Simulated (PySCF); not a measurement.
PySCF input (BP86/def2-SVP):

```python
from pyscf import gto, dft

mol = gto.M(
    atom='''
    C    -1.93184900   -0.44554700   -0.11029200
    N    -0.75577400    0.18954200    0.45683100
    C    -0.94140600    1.61307100    0.67414700
    Ge    0.88453000   -0.34332700   -0.21581900
    H    -2.21263300   -0.04580800   -1.09858000
    H    -1.77212900   -1.52011500   -0.21380600
    H    -2.78948500   -0.30043700    0.55560300
    H    -0.05675000    2.04527200    1.14479000
    H    -1.78941400    1.77819300    1.34766800
    H    -1.14394800    2.17543400   -0.25217300
    H     0.91894400   -1.87870800   -0.15079100
    H     1.96321900    0.29180000    0.67628500
    H     1.10720100    0.10889100   -1.68372900
    ''',
    basis='def2-svp',
    charge=0,
    spin=0,
    verbose=4,
)

mf = dft.RKS(mol, xc='bp86')
mf.grids.level = 3
mf.conv_tol = 1e-9
mf.max_cycle = 100
mf.max_memory = 1500
mf.kernel()
if not mf.converged:
    mf = mf.newton()
    mf.kernel(mf.make_rdm1())
mf.dip_moment()
```

From the output:

```
[INPUT]  9 H     -1.789414000000   1.778193000000   1.347668000000 AA   -3.381502383462   3.360297766619   2.546723426840 Bohr   0.0
[INPUT] 10 H     -1.143948000000   2.175434000000  -0.252173000000 AA   -2.161748420744   4.110974462067  -0.476537906010 Bohr   0.0
[INPUT] 11 H      0.918944000000  -1.878708000000  -0.150791000000 AA    1.736552483812  -3.550243588029  -0.284953692049 Bohr   0.0
[INPUT] 12 H      1.963219000000   0.291800000000   0.676285000000 AA    3.709946232542   0.551422083148   1.277993432151 Bohr   0.0
[INPUT] 13 H      1.107201000000   0.108891000000  -1.683729000000 AA    2.092306654845   0.205774167430  -3.181786677988 Bohr   0.0

nuclear repulsion = 288.936867603446
number of shells = 57
number of NR pGTOs = 209
number of NR cGTOs = 119
basis = def2-svp
ecp = {}

******** <class 'pyscf.dft.rks.RKS'> ********
method = RKS
initial guess = minao
damping factor = 0
level_shift factor = 0
DIIS = <class 'pyscf.scf.diis.CDIIS'>
diis_start_cycle = 1
diis_space = 8
diis_damp = 0
SCF conv_tol = 1e-09
SCF conv_tol_grad = None
SCF max_cycles = 100
direct_scf = True
direct_scf_tol = 1e-13
XC library pyscf.dft.libxc version 7.1.2
    S. Lehtola, C. Steigemann, M. J. T. Oliveira, and M. A. L. Marques,  SoftwareX 7, 1–5 (2018)
XC functionals = bp86
    A. D. Becke,  Phys. Rev. A 38, 3098 (1988)
    J. P. Perdew,  Phys. Rev. B 33, 8822 (1986)
    J. P. Perdew,  Phys. Rev. B 34, 7406–7406 (1986)
radial grids:
    Treutler-Ahlrichs [JCP 102, 346 (1995); DOI:10.1063/1.469408] (M4) radial grids

becke partition: Becke, JCP 88, 2547 (1988); DOI:10.1063/1.454033
pruning grids: <function nwchem_prune>
grids dens level: 3
symmetrized grids: False
atomic radii adjust function: <function treutler_atomic_radii_adjust>
small_rho_cutoff = 0
Set gradient conv threshold to 3.16228e-05
Initial guess from minao.
tot grids = 151056
init E= -2212.67152590968
  HOMO = -0.265336087953419  LUMO = -0.039674033896131  gap/eV = 6.14058
cycle= 1 E= -2213.18932518051  delta_E= -0.518  |g|= 0.648  |ddm|= 3.43
  HOMO = -0.0862280289992876  LUMO = 0.010488675142668  gap/eV = 2.63180
cycle= 2 E= -2212.99034338382  delta_E= 0.199  |g|= 1.15  |ddm|= 1.94
  HOMO = -0.19972455181857  LUMO = 0.00157296484710701  gap/eV = 5.47758
cycle= 3 E= -2213.24935885373  delta_E= -0.259  |g|= 0.254  |ddm|= 1.59
  HOMO = -0.174805862444796  LUMO = 0.00363151365638181  gap/eV = 4.85553
cycle= 4 E= -2213.26304192924  delta_E= -0.0137  |g|= 0.0399  |ddm|= 0.268
  HOMO = -0.178269297853431  LUMO = -0.000389864265408768  gap/eV = 4.84035
cycle= 5 E= -2213.26334565319  delta_E= -0.000304  |g|= 0.014  |ddm|= 0.0575
  HOMO = -0.178267800105077  LUMO = 0.000105202451037734  gap/eV = 4.85378
cycle= 6 E= -2213.26339657303  delta_E= -5.09e-05  |g|= 0.00316  |ddm|= 0.017
  HOMO = -0.178160393227911  LUMO = 0.000306924921370744  gap/eV = 4.85634
cycle= 7 E= -2213.26339859865  delta_E= -2.03e-06  |g|= 0.000717  |ddm|= 0.00327
  HOMO = -0.178226872162925  LUMO = 0.000259883099774871  gap/eV = 4.85687
cycle= 8 E= -2213.26339873602  delta_E= -1.37e-07  |g|= 8.89e-05  |ddm|= 0.000978
  HOMO = -0.178227227445377  LUMO = 0.000261188925891442  gap/eV = 4.85692
cycle= 9 E= -2213.26339873843  delta_E= -2.41e-09  |g|= 2e-05  |ddm|= 0.00014
  HOMO = -0.17823017022114  LUMO = 0.00025908005705011  gap/eV = 4.85694
cycle= 10 E= -2213.26339873856  delta_E= -1.24e-10  |g|= 3.07e-06  |ddm|= 3.15e-05
  HOMO = -0.17823018081087  LUMO = 0.000259103223562374  gap/eV = 4.85694
Extra cycle  E= -2213.26339873856  delta_E= -2.73e-12  |g|= 2.56e-06  |ddm|= 7.7e-06
converged SCF energy = -2213.26339873856
Dipole moment(X, Y, Z, Debye): -0.41239,  0.28097, -0.21661
```

The geometry given is a B3LYP-D3(BJ)/def2-TZVP minimum.
